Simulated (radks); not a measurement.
Task: The mean radii <r> (bohr) of the occupied orbitals of an atom or ion are listed with their occupations. All-electron calculation, non-relativistic Kohn-Sham, RPBE, spin-unpolarised, spherical densities, point nucleus. Program: a radial shooting solver on a logarithmic mesh with Libxc functionals.

orbital  occ.      <r>
1s          2  0.03385
2s          2   0.1468
2p          6   0.1256
3s          2   0.3868
3p          6   0.3764
3d          7   0.3422

Name the element and its charge.

Result: Z = 45, rhodium, charge +20: Rh20+ in [Ar] 3d7. The 1s radius gives Z: for a bare nucleus <r> = 1.5/Z, 0.03333 bohr for Z = 45, and screening makes it slightly larger (0.03385 here). The occupations add up to 25, and the charge is Z minus that.
